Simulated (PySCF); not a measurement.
CH4Be, SMILES [BeH][CH3]. Atoms are numbered in the order given.

```xyz
6

Be     0.0000     0.0000    -1.0691
H      0.0000     0.0000    -2.4074
C      0.0000     0.0000     0.6056
H     -0.8798     0.5079     1.0167
H      0.8798     0.5079     1.0167
H      0.0000    -1.0159     1.0167
```

Geometry optimised at PBE0-D3(BJ)/def2-TZVPD.

All values below come from CAM-B3LYP/def2-TZVPD run with PySCF.

Symmetry labels are those of the subgroup Cs that the program uses (full group C3v).

Computed valence orbital energies around the gap with their symmetry:
```json
[
 {"orbital": "HOMO−6", "symmetry": "A'", "energy (eV)": "-277.69"},
 {"orbital": "HOMO−5", "symmetry": "A'", "energy (eV)": "-111.20"},
 {"orbital": "HOMO−4", "symmetry": "A'", "energy (eV)": "-20.47"},
 {"orbital": "HOMO−3", "symmetry": "A'", "energy (eV)": "-12.34"},
 {"orbital": "HOMO−2", "symmetry": "A\"", "energy (eV)": "-12.34"},
 {"orbital": "HOMO−1", "symmetry": "A'", "energy (eV)": "-10.89"},
 {"orbital": "HOMO", "symmetry": "A'", "energy (eV)": "-9.84"},
 {"orbital": "LUMO", "symmetry": "A'", "energy (eV)": "0.43"},
 {"orbital": "LUMO+1", "symmetry": "A\"", "energy (eV)": "0.43"},
 {"orbital": "LUMO+2", "symmetry": "A'", "energy (eV)": "0.67"},
 {"orbital": "LUMO+3", "symmetry": "A'", "energy (eV)": "1.27"}
]
```
